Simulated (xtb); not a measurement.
Ga(Me)2(Cl) (C₂H₆ClGa), SMILES [CH3][Ga]([CH3])[Cl]. All values are semi-empirical tight-binding results from xtb (GFN2-xTB unless named), good for trends rather than for accurate numbers. Coordinates come from a GFN2-xTB optimisation. The isomer is the one that the SMILES or the coordinates give; other isomers of the formula were not compared.

Optimised geometry:

```xyz
10

Ga    -0.2395     0.1020    -0.1379
C     -1.8090    -1.2070    -0.2217
H     -1.5150    -2.0924    -0.7920
H     -2.6949    -0.7698    -0.6835
H     -2.0613    -1.5346     0.7906
C     -0.0657     2.0041    -0.8700
H      0.7535     2.0423    -1.5932
H      0.1836     2.6859    -0.0523
H     -0.9789     2.3518    -1.3539
Cl     1.4698    -0.6252     0.8535
```

A frequency run showed that this geometry is not a minimum.

For metal compounds this method's bond lengths and energies can be far off.

Computed properties:
```
Property                       Value
---------------------------  -------
point group as xtb finds it       Cs
orbital gap                  4.36 eV
```

Computed atomic charges and the Wiberg bond orders between heavy atoms:
charges (e) Ga1 0.03, C2 -0.15, H3 0.07, H4 0.07, H5 0.07, C6 -0.15, H7 0.07, H8 0.07, H9 0.07, Cl10 -0.16. Bond orders Ga1–C2 0.90, Ga1–C6 0.90, Ga1–Cl10 1.24.
